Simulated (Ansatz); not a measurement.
`F[CH2][GeH3]` + HI → `[GeH3][I]` + `CF` at 500 K and 1 bar (ligand exchange at a Ge–C bond).

Program: Ansatz. Geometries: PBE0-D4/def2-TZVP. ΔE: electronic, gas phase. CCSD(T)/CBS adds triple-zeta CCSD(T) − MP2 to the extrapolated MP2 energy (def2 sets, frozen cores). This one scheme is used for every species. Elements past krypton have def2 core potentials. For Ge, I outer-core shells are correlated without core-valence functions, which leaves a few kJ/mol of doubt a bond. Scalar relativity is left out up to krypton.

| species | CCSD(T)/CBS energy (Eh) | H − E (kJ/mol) | S (J/(mol·K)) |
| --- | --- | --- | --- |
| `F[CH2][GeH3]` | -2216.93494 | 172.4 | 348.2 |
| HI | -298.03592 | 28.6 | 221.6 |
| `[GeH3][I]` | -2375.37957 | 88.4 | 317.4 |
| `CF` | -139.63461 | 122.2 | 244.8 |

H − E and S are ideal-gas, rigid-rotor, harmonic terms from PBE0-D4/def2-TZVP. 1 Eh = 2625.50 kJ/mol, R = 8.31446 J/(mol·K).

Task: By hand: ΔE, ΔH, ΔS and ΔG.

Result: ΔE = (-2375.37957) + (-139.63461) − (-2216.93494) − (-298.03592) = -0.04332 Eh = -113.7 kJ/mol. Δ(H − E) = 88.4 + 122.2 − 172.4 − 28.6 = 9.6, so ΔH = -104.1 kJ/mol. ΔS = 317.4 + 244.8 − 348.2 − 221.6 = -7.6 J/(mol·K). ΔG = -104.1 − 500 × (-7.6)/1000 = -100.3 kJ/mol.

Task: By hand: the equilibrium constant, and the temperature at which ΔG would vanish if ΔH and ΔS stayed fixed.

Result: log₁₀ K = −ΔG/(RT ln 10) = 10.5. ΔG = 0 at ΔH/ΔS = 13697 K, far beyond where these terms or the molecules hold.

The number of gas molecules stays the same, so ΔS is small and ΔH decides. A doubt of 5 kJ/mol in ΔE shifts log₁₀ K by 0.5 here. These are equilibria of isolated gas molecules and say nothing of rates. Largest T1 diagnostic: 0.011 (customary marks: 0.02 for closed shells, 0.045 for open ones).
